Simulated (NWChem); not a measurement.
GeBr2, singlet; SMILES [Br][Ge][Br]

Results from NWChem. Pople sets run with spherical d functions. Low-valent species are run as closed-shell singlets; no triplet was tried in these runs. The geometry was optimised at PBE0/def2-SVP.

For level B3LYP/6-31G*:

| Item | Value |
|---|---|
| highest occupied level (eV) | -7.61 |
| orbital gap (eV) | 4.15 |
| dipole (D) | 1.92 |

Q: What are these values for level KT2/6-31G*?

A: The highest occupied level (eV) is -6.83. The orbital gap (eV) comes out as 2.80. The dipole (D) is 1.68.
